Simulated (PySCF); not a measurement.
## Checking a proposed structure

A compound C₇H₁₀F₂ gives the data below (simulated from a calculation) and was assigned the structure `FC(F)[C@@]12CCC[C@@H]1C2`.

13C{1H} NMR (computed): δ 161.5 (CH), 143.5 (CH), 136.6 (C), 121.0 (CH), 78.5 (CH2), 25.4 (CH2), 16.5 (CH3).

1H NMR (400 MHz, computed): δ 7.35 (m, 1H), 5.97 (m, 1H), 5.66 (m, 1H), 5.10 (m, 2H), 2.19 (m, 2H), 0.94 (t, 3H).

Calculated, not measured (PySCF 2.14): NMR shieldings at PBE0/pcSseg-1/GIAO, structure optimised with PBE0-D3(BJ)/def2-SVP. Isolated molecule, one averaged value for each set of equivalent atoms, relativity neglected, one conformer.

References, each an isolated molecule treated in the same way: 1H (σ = 31.27 ppm), 13C (σ = 184.41 ppm) against TMS.

Q: Compare with the shifts computed for the proposed structure, pairing carbons in order of shift.

A: Atoms are numbered as in `[F:1][CH:2]([F:3])[C@@:4]12[CH2:5][CH2:6][CH2:7][C@@H:8]1[CH2:9]2` (H(Xn): hydrogen on atom n).

```
atom  computed for proposal  given list  difference
  C2                  123.2       161.5       -38.3
  C4                   31.7       143.5      -111.8
  C7                   29.6       136.6      -107.0
  C5                   25.4       121.0       -95.6
  C8                   22.6        78.5       -55.9
  C6                   22.5        25.4        -2.9
  C9                   11.7        16.5        -4.8
```

The rms difference is 73.4 ppm and the largest -111.8 ppm at C4 (three-membered-ring carbon). The carbon types in order of shift don't match either: CH, C, CH2, CH2, CH, CH2, CH2 for the proposal against CH, CH, C, CH, CH2, CH2, CH3 in the data. The proposal doesn't fit.

Q: Which isomer fits?

A: `CC/C=C(/C=C/F)CF`.

1. Carbon types of the structure: 1 × C, 3 × CH, 2 × CH2, 1 × CH3, which accounts for all hydrogens.
2. δC 161.5, 143.5, 121.0: alkene CH; an sp2 carbon of a C=C bond.
3. δC 136.6: fully substituted alkene carbon; as expected for a trigonal carbon in a double bond.
4. δC 78.5: allylic sp3 CH2 bonded to F; pulled downfield by the heteroatom.
5. δC 25.4: allylic sp3 CH2; a saturated carbon with 2 carbon neighbours and no heteroatom attached.

This is the structure that produced the data.

Splittings by 19F in the carbon and heteronuclear signals aren't shown, as no couplings were computed. Shifts are as computed. Against solution values, carbons near 30 ppm lie about +2 ppm off and those near 130 ppm about +5 ppm. Of 1211 compounds with measured shifts, 218 miss one by over three times the rms of a fit or turn the order of signals round; such compounds aren't used in these exercises. No couplings were computed; multiplicities are counted from neighbouring protons, with m where these are inequivalent, close in shift, in a saturated or five-membered ring or joined by F or P, and br s for small geminal =CH2 splittings.
